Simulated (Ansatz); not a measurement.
A made-up structure of SnH2Br (charge +1), singlet:

| atom | x (Å) | y (Å) | z (Å) |
| --- | --- | --- | --- |
| Br1 | 0.2126 | -0.0143 | 0.0766 |
| Sn2 | -2.0172 | 0.1354 | -0.7265 |
| H3 | 0.6109 | -1.3450 | 0.6687 |
| H4 | 1.0503 | 1.2335 | -0.0704 |

It is relaxed with PBE-D4/def2-SVP and then PBE0-D4/def2-TZVP (Ansatz 0.2.0). Atoms count as bonded within 1.22 times the sum of their covalent radii (H–H: 0.88 Å). The end point is not checked to be a true minimum.

(1) Does its bonding change? (Judge from chemistry; the calculation decides.)

## Answers

(1) By the calculation: Yes. Formed: Sn2–H3; broken: Br1–H3.

Where it ends: The first stage lowers the energy by 5.47 eV in 15 steps. It ends as SnH₂Br ([BrH][SnH]), total charge +1:
```
atom    x (Å)    y (Å)    z (Å)
 Br1   1.1447   0.4124   0.2440
 Sn2  -1.4912  -0.3307  -0.3888
  H3  -0.9213  -1.8377   0.3218
  H4   1.1242   1.7656  -0.2286
```

Labels in which every atom is bracketed show which atoms are joined, not bond orders.

For scale, one of the runs: PBE0-D4/def2-TZVP relaxation, 110 basis functions, launched by `ansatz run in.yaml --threads 2 --pin off --events-out ev --progress --plain --max-ram 4352MiB`. The run took about 16 s on 2 CPU threads of an Arm Neoverse V1 (shared host).
